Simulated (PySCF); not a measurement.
An equivalent PySCF input for C²⁺ (carbon, charge +2), [He] 2s2, closed-shell 1S, with scalar relativity by spin-free X2C-1e:

```python
from pyscf import gto, scf, dft, mp, cc
import basis_set_exchange as bse
mol = gto.M(atom="C 0 0 0", charge=2, spin=0, symmetry="D2h",
            basis=gto.basis.parse(bse.get_basis("x2c-TZVPPall", elements=["C"], fmt="nwchem")),
            nucmod="G")
mf = dft.UKS(mol, xc="MN15").sfx2c1e()
mf.irrep_nelec = {'Ag': (2, 2)}
mf.kernel()
```

It reaches the same state as the run whose output follows, with an energy that differs only through the grid. The run itself started from symmetry-adapted Hartree-Fock orbitals and held the occupation by maximum overlap, on a logarithmic radial grid, so the iterations belong to that start.

```
SCF conv_tol = 1e-09
number electrons alpha = 2  beta = 2
XC functionals = MN15
    H. S. Yu, X. He, S. L. Li, and D. G. Truhlar.,  Chem. Sci. 7, 5032-5051 (2016)
    H. S. Yu, X. He, S. L. Li, and D. G. Truhlar.,  Chem. Sci. 7, 5032-5051 (2016)
cycle= 1 E= -36.5180865749101  delta_E= -0.00159  |g|= 0.00672  |ddm|= 0.0491
cycle= 2 E= -36.5180892600869  delta_E= -2.69e-06  |g|= 0.000833  |ddm|= 0.00223
cycle= 3 E= -36.5180892887535  delta_E= -2.87e-08  |g|= 1.87e-05  |ddm|= 0.000253
cycle= 4 E= -36.5180892890093  delta_E= -2.56e-10  |g|= 1.36e-06  |ddm|= 4.5e-05
converged SCF energy = -36.5180892890093  <S^2> = -8.8817842e-16  2S+1 = 1
```
